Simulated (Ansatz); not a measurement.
`S[SiH2][GeH2][I]` + H₂ → `S[SiH2][GeH3]` + HI at 600 K and 1 bar (hydrogenolysis of a Ge–I bond).

Computed with Ansatz on PBE0-D4/def2-TZVP structures; ΔE is electronic, products minus reactants. CBS: MP2 limit from def2 TZ/QZ plus the TZ coupled-cluster correction, frozen cores. This one scheme is used for every species. Elements past krypton have def2 core potentials. For Ge, I outer-core shells are correlated without core-valence functions, which leaves a few kJ/mol of doubt a bond. Scalar relativity is left out up to krypton. Each species was taken in one conformer, which may not be the lowest.

| species | CCSD(T)/CBS energy (Eh) | H − E (kJ/mol) | S (J/(mol·K)) |
| --- | --- | --- | --- |
| `S[SiH2][GeH2][I]` | -3063.48207 | 180.0 | 491.1 |
| H₂ | -1.17544 | 43.9 | 150.8 |
| `S[SiH2][GeH3]` | -2766.59259 | 189.9 | 435.8 |
| HI | -298.03592 | 31.6 | 227.0 |

H − E and S are ideal-gas, rigid-rotor, harmonic terms from PBE0-D4/def2-TZVP, for one conformer and one mirror image of each species. For small species the MP2-based limit differs from directly extrapolated CCSD(T) by up to some mEh (0.8 for H₂); such offsets cancel only in part. 1 Eh = 2625.50 kJ/mol, R = 8.31446 J/(mol·K).

Question: By hand: ΔE, ΔH, ΔS and ΔG.

Answer: ΔE = (-2766.59259) + (-298.03592) − (-3063.48207) − (-1.17544) = 0.02900 Eh = 76.1 kJ/mol. Δ(H − E) = 189.9 + 31.6 − 180.0 − 43.9 = -2.4, so ΔH = 73.7 kJ/mol. ΔS = 435.8 + 227.0 − 491.1 − 150.8 = 20.9 J/(mol·K). ΔG = 73.7 − 600 × (20.9)/1000 = 61.2 kJ/mol.

Question: By hand: the equilibrium constant, and the temperature at which ΔG would vanish if ΔH and ΔS stayed fixed.

Answer: log₁₀ K = −ΔG/(RT ln 10) = -5.3. ΔG = 0 at ΔH/ΔS = 3526 K, far beyond where these terms or the molecules hold.

ΔH outweighs TΔS. A doubt of 5 kJ/mol in ΔE shifts log₁₀ K by 0.4 here. Other conformers and mirror images would add mixing entropy, several J/(mol·K) or more a flexible species. Modes under 60 cm⁻¹, often nearly free rotors, make the harmonic entropy too high. These are equilibria of isolated gas molecules and say nothing of rates. Largest T1 diagnostic: 0.012 (customary marks: 0.02 for closed shells, 0.045 for open ones).
